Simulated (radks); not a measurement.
Numerical settings for neutral neodymium, [Xe] 4f4 6s2. Calculated with a radial shooting solver on a logarithmic mesh with Libxc functionals: scalar-relativistic Kohn-Sham, PBE, spin-polarised, spherical densities, finite nucleus; open shells are filled with parallel spins first (spin-orbit coupling, left out, can overturn this in heavy ions); Fermi nuclear charge, rms radius 4.9123 fm. The defaults (mesh step 0.008 in ln r, mesh end at 40 bohr or more with all orbitals vanishing there, Anderson mixing 0.5 over 9 steps, residual threshold near 1e-9 with the energy settled to 1e-9 hartree or 1e-11 of itself, here a cap of 68 iterations) give E = -9623.5531 hartree and 4f at -2.556 eV in 15 iterations. Run on one thread of a shared host, so times are rough (Arm Neoverse N1): 0.33 s of CPU time, 0.33 s wall, 15 iterations on 2440 mesh points. Changes against that run (0 stands for a change within the tolerance of the run):

setting                    iterations         converged  E (mhartree)  e(4f) (meV)  CPU (s)
mesh step in ln r 0.08              4                no      diverged            -     0.04
mesh step in ln r 0.2               4                no      diverged            -     0.01
mesh step in ln r 0.02             15               yes     +0.000479            0     0.15
mesh end (bohr) 400                15               yes             0            0     0.33
mesh end (bohr) 2                  13  level above zero     +2.63e+04    +7.22e+04     0.23
residual threshold 0.1             10               yes             0       -0.346     0.25
residual threshold 0.01            10               yes             0       -0.346     0.26
mixing 0.05                        60               yes             0            0      1.1
linear mixing, mixing 0.8          68                no     +8.18e+03    -1.03e+05      2.6
linear mixing, mixing 0.5          30               yes             0            0     0.55
mixing history 2                   23               yes             0            0     0.46
iteration cap 2                     2                no          +161    -3.69e+03     0.07

Settled on a wrong energy, with an occupied level pushed above zero by the early mesh end: mesh end (bohr) 2 (+26.3 hartree). Apart from these: no run marked as converged misses the energy by more than 1 mhartree. A mesh that ends early acts as a hard wall.
